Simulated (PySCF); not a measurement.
# Magnetisability and related constants of `Cc1ccpc(C(F)(F)F)n1`, C$_{6}$H$_{5}$F$_{3}$NP

The calculation used GIAO wB97X-D/pcSseg-1 magnetisability, rotational g tensor and spin-rotation constants, non-relativistic, gas phase (PySCF). Geometry: GFN2-xTB.

Input:
```
{"job": {"kind": "mag", "xc": "wB97X-D", "basis": "pcSseg-1", "isotopologues": 0}, "charge": 0, "multiplicity": 1}
C     -2.067271    -1.247004    -0.163511
C     -0.992189    -0.217184    -0.050278
C     -1.306263     1.139433     0.091643
C     -0.350826     2.120556     0.206728
P      1.373062     1.852548     0.207592
C      1.294812     0.113685     0.029933
C      2.616137    -0.608716    -0.020504
F      2.714886    -1.585902     0.889603
F      3.636270     0.238036     0.212714
F      2.855340    -1.169493    -1.215692
N      0.247679    -0.670432    -0.076432
H     -1.662199    -2.148645    -0.612849
H     -2.900961    -0.876806    -0.754756
H     -2.437979    -1.497758     0.830249
H     -2.351630     1.417506     0.107345
H     -0.676467     3.149121     0.306804
```
Coordinates are in Å.

Command: `OMP_NUM_THREADS=1 python excited_run.py task.json out`

Q: Show the output.

A: Atoms count from 0.
```
coarse grid: 15560 points
cycle   1  E = -926.7411182672  dE =  2.315e+00  |g| = 9.960e-01  |ddm| = 3.956e+00
cycle   2  E = -926.7153066050  dE =  2.581e-02  |g| = 1.183e+00  |ddm| = 1.220e+00
cycle   3  E = -926.9266902804  dE = -2.114e-01  |g| = 7.296e-02  |ddm| = 5.960e-01
cycle   4  E = -926.9275592522  dE = -8.690e-04  |g| = 4.386e-02  |ddm| = 1.083e-01
cycle   5  E = -926.9280257040  dE = -4.665e-04  |g| = 1.338e-02  |ddm| = 4.907e-02
cycle   6  E = -926.9280724642  dE = -4.676e-05  |g| = 3.402e-03  |ddm| = 1.709e-02
cycle   7  E = -926.9280768014  dE = -4.337e-06  |g| = 1.480e-03  |ddm| = 5.451e-03
final grid: 151840 points
cycle   8  E = -927.0145790979  dE = -2.342e-04  |g| = 8.417e-03  |ddm| = 5.154e-02
cycle   9  E = -927.0145848685  dE = -5.771e-06  |g| = 7.257e-03  |ddm| = 1.243e-02
cycle  10  E = -927.0145921901  dE = -7.322e-06  |g| = 9.191e-04  |ddm| = 4.390e-03
cycle  11  E = -927.0145924553  dE = -2.652e-07  |g| = 5.163e-04  |ddm| = 1.410e-03
cycle  12  E = -927.0145925381  dE = -8.279e-08  |g| = 1.312e-04  |ddm| = 6.883e-04
cycle  13  E = -927.0145925513  dE = -1.320e-08  |g| = 8.954e-05  |ddm| = 3.388e-04
cycle  14  E = -927.0145925554  dE = -4.095e-09  |g| = 1.933e-05  |ddm| = 1.868e-04
cycle  15  E = -927.0145925557  dE = -3.188e-10  |g| = 7.320e-06  |ddm| = 7.243e-05
converged SCF energy = -927.0145925557

Magnetisability tensor (1e-30 J/T^2)
    -1118.86      -48.35       18.74
      -48.35    -1190.39      115.35
       18.74      115.35    -2263.70
isotropic -1524.31   principal values   -2276.44  -1203.18  -1093.32
isotropic susceptibility -91.796 1e-6 cm^3/mol

Inertial axes            a          b          c
rot. const./GHz      1.5395     0.7723     0.5668
chi total           -66.266    -72.035   -137.088
chi diamagnetic    -856.001  -1574.749  -2116.243
chi paramagnetic    789.736   1502.714   1979.155
quadrupole/D A        7.414     -1.844     -5.571
g nuclear            0.5305     0.5289     0.5329
g electronic        -0.5712    -0.5452    -0.5270
g total             -0.0407    -0.0164     0.0059

Spin-rotation constants (kHz, H = +C I.J)
atom  isotope        aa         bb         cc
  4    31P        4.165      2.054      0.535
  7    19F        2.298      0.873      0.629
  8    19F        1.955      0.858      0.661
  9    19F        2.302      0.927      0.640
 10    14N        0.519      0.176      0.006
 11     1H       -0.114     -0.004     -0.053
 12     1H       -0.015     -0.082     -0.036
 13     1H       -0.152     -0.074      0.012
 14     1H        0.178     -0.084     -0.057
 15     1H       -0.059      0.064     -0.059
  0    13C*       0.235      0.104      0.105
  1    13C*       0.753      0.356      0.080
  2    13C*       0.746      0.272      0.059
  3    13C*       0.662      0.486      0.053
  5    13C*       1.069      0.291      0.097
  6    13C*       0.493      0.229      0.173
* in the singly substituted isotopologue
```

It took 78 s wall time on 1 thread of an Arm Neoverse V2, shared host, peak memory 1.1 GiB.
